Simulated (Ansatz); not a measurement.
A series at Al: from `[Br][Al]([Br])[Br]`, ligands are replaced one by one, each step taking up H–F and setting free HBr; n counts the steps. Ansatz, PBE0-D4/def2-TZVP geometries.

| n | molecule | HOMO energy, ωB97M-V/def2-TZVPP (eV) |
| --- | --- | --- |
| 0 | `[Br][Al]([Br])[Br]` | -10.82 |
| 1 | `[F][Al]([Br])[Br]` | -11.10 |
| 2 | `[F][Al]([F])[Br]` | -11.48 |
| 3 | `[F][Al]([F])[F]` | ? |

Question: By hand: fit a straight line y = ȳ + b (n − n̄) to the 3 given rows and predict n = 3.

Answer: n̄ = 1.000, ȳ = -11.133; Σ(n − n̄)(y − ȳ) = -0.660, Σ(n − n̄)² = 2.000, so b = -0.330 eV a step. Prediction: -11.133 + (-0.330) × (2.000) = -11.79 eV.

Question: By hand: compare with the computed value, -14.26 eV, and give the steps along the whole series.

Answer: The line misses by -2.47 eV (computed minus predicted). Steps: -0.28, -0.38, -2.78 eV.

One step carries most of the change, so a line is a poor guide. The highest orbital can change its character along such a series. The miss is 71.8 % of the series' range.

Spin–orbit coupling is left out; it splits and shifts lone-pair levels of the heavy atoms by tenths of an eV.
